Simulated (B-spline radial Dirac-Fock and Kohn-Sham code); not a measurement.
The computed values come from a radial finite-basis atomic code: Dirac-Fock (average of configuration) total-energy differences with a finite nucleus, the Breit interaction including its frequency dependence, and self-energy and vacuum-polarisation corrections. Two-hole levels are in intermediate coupling, intensities from independent-particle Coulomb rates.

Task: These computed lines form the K-LL Auger spectrum of a free neutral atom. Which element, and how are the lines assigned?

```
kinetic energy (eV)  relative intensity
            35490.2                  26
            35965.3                  37
            36004.1                   4
            36389.7                   6
            36735.8                  30
            36805.2                   7
            37201.2                 100
            37970.7                   6
            38014.3                  36
```

Result: Dy ([Xe] 4f10 6s2). From low to high energy: K-L1L1 ¹S0, K-L1L2 ³P1, K-L1L2 ³P0, K-L2L2 ³P0, K-L1L3 ¹P1, K-L1L3 ³P2, K-L2L3 ¹D2, K-L3L3 ¹S0, K-L3L3 ³P2. The labels give the leading jj configuration and the leading LS term by weight; in heavy atoms the literature often keeps the label of the LS limit instead.
